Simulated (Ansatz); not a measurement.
System: GeH$_{2}$, charge -1, doublet. GeH2- (parent SMILES [GeH2], doublet).
B3LYP-D3(BJ)/def2-TZVP minimum from Ansatz (a quantum-chemistry and plane-wave program):
```xyz
3

Ge    -0.0026    -0.0015     0.0675
H      0.0175    -1.1399    -1.1063
H      0.0667     1.1878    -1.0527
```
Charge -1, spin multiplicity 2.

Total energies in aug-cc-pVQZ, 7 correlated electrons, 14 frozen orbitals. Open shells are spin-unrestricted; no spin-orbit coupling. Cores are frozen in correlated methods (noble-gas shells, and filled d and f shells in the p block). No relativity. The spin of H2Ge- (parent SMILES [GeH2], doublet) was assumed, and the state is the lowest solution found for it.

| method | program | energy (Eh) | minus CCSDT(Q) (mEh) |
|---|---|---|---|
| HF | Ansatz | -2076.54167 | 155.96 |
| MP2 | Ansatz | -2076.66912 | 28.50 |
| CCSD | Ansatz | -2076.69072 | 6.91 |
| CCSD(T) | Ansatz | -2076.69650 | 1.12 |
| CCSDT(Q) | Ansatz | -2076.69762 | 0.00 |

Rough core times of Ansatz's runs on a shared machine: CCSD(T) 30 s, CCSDT(Q) 40 min.
